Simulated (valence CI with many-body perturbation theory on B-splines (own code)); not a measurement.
**Energy levels of Cl¹⁰⁺**

Level of theory: relativistic CI+MBPT: five valence electrons over a frozen Dirac-Fock core [He], a basis of 9 s, 9 p, 8 d, 6 f, 3 g, 1 h functions for each j, with the one-electron correlation potential Σ1, the two-electron term Σ2, the three-electron term Σ3, Breit, model QED; selected CI, second order for the rest, scaled by the run's own slope (own B-spline code, finite nucleus).

No measured levels were compared; by estimate levels of excited configurations hold to 0.05 to 0.15 % of their energy, terms of the ground configuration to about 0.5 %. Among the levels kept, up to 2400 cm⁻¹ of a level comes from second order outside the variational space, and about a tenth of that is noise between levels of different J, which matters for small intervals.

Levels 1 to 43 of 43, with energies above the lowest level, 2s²2p³ ⁴S°_3/2. "Leading %" is the weight of the configuration and term that name the level; weights of strongly mixed levels are sums over their largest components and can fall short, so below about 35 % the name and the second component can differ from the true leading terms, or belong to a minority configuration. Lifetimes count E1, E2, E3, M1 and M2 decay at the calculated energies, and are blank where another channel may lead or the interval is too uncertain; long ones can be off by a factor of two.

```tsv
No.	Configuration	Term	J	E (cm⁻¹)	Leading %	Lifetime	g
1	2s²2p³	⁴S°	3/2	0	99		1.997
2	2s²2p³	²D°	3/2	89077	94	24.7 ms	0.826
3	2s²2p³	²D°	5/2	91087	100	943 ms	1.199
4	2s²2p³	²P°	1/2	138390	98	2.61 ms	0.664
5	2s²2p³	²P°	3/2	141440	92	1.08 ms	1.309
6	2s2p⁴	⁴P	5/2	412080	99	179 ps	1.599
7	2s2p⁴	⁴P	3/2	421340	100	167 ps	1.733
8	2s2p⁴	⁴P	1/2	425990	99	160 ps	2.667
9	2s2p⁴	²D	3/2	567360	99	63.8 ps	0.800
10	2s2p⁴	²D	5/2	567670	99	66.7 ps	1.200
11	2s2p⁴	²S	1/2	662430	95	33.8 ps	1.943
12	2s2p⁴	²P	3/2	691630	99	16.5 ps	1.331
13	2s2p⁴	²P	1/2	703640	95	16.8 ps	0.724
14	2p⁵	²P°	3/2	1078900	97	25.2 ps	1.333
15	2p⁵	²P°	1/2	1093800	97	24.6 ps	0.664
16	2s²2p²3s	⁴P	1/2	2461100	95	6.46 ps	2.636
17	2s²2p²3s	⁴P	3/2	2467400	96	6.47 ps	1.728
18	2s²2p²3s	⁴P	5/2	2475600	96	6.52 ps	1.594
19	2s²2p²3s	²P	1/2	2489400	96	2.14 ps	0.700
20	2s²2p²3s	²P	3/2	2499200	93	2.16 ps	1.321
21	2s²2p²3s	²D	5/2	2542500	96	3.53 ps	1.205
22	2s²2p²3s	²D	3/2	2543000	94	3.47 ps	0.815
23	2s²2p²3p	²S°	1/2	2567400	86	679 ps	1.927
24	2s²2p²3p	⁴D°	1/2	2576000	91	685 ps	0.112
25	2s²2p²3p	⁴D°	3/2	2579100	91	506 ps	1.228
26	2s²2p²3p	⁴D°	5/2	2585000	92	545 ps	1.381
27	2s²2p²3p	⁴P°	1/2	2591400	91	101 ps	2.605
28	2s²2p²3p	⁴P°	3/2	2592000	84	91.8 ps	1.664
29	2s²2p²3p	⁴D°	7/2	2592500	96	688 ps	1.425
30	2s²2p²3p	⁴P°	5/2	2596900	81	106 ps	1.541
31	2s²2p²3p	²D°	3/2	2605000	92	430 ps	0.848
32	2s²2p²3s	²S	1/2	2615300	93	3.72 ps	2.000
33	2s²2p²3p	²D°	5/2	2615900	84	342 ps	1.240
34	2s²2p²3p	⁴S°	3/2	2616200	80	15.4 ps	1.980
35	2s²2p²3p	²P°	3/2	2626800	94	94.3 ps	1.336
36	2s²2p²3p	²P°	1/2	2627300	93	104 ps	0.686
37	2s²2p²3p	²F°	5/2	2661400	95	198 ps	0.867
38	2s²2p²3p	²F°	7/2	2664300	97	196 ps	1.146
39	2s2p³3s	⁶S°	5/2	2668100	99	4.18 ns	2.000
40	2s²2p²3p	²D°	3/2	2685000	89	99.4 ps	0.837
41	2s²2p²3p	²D°	5/2	2685400	94	111 ps	1.197
42	2s²2p²3p	²P°	1/2	2700500	97	44.7 ps	0.665
43	2s²2p²3p	²P°	3/2	2707700	90	40.7 ps	1.309
```

The ionisation energy to 2s²2p² ³P0 of the next ion comes out as 529.7 eV (NIST: 530 ± 0.4 eV (semi-empirical)). All 43 levels together are meant to be complete up to 2709300 cm⁻¹.
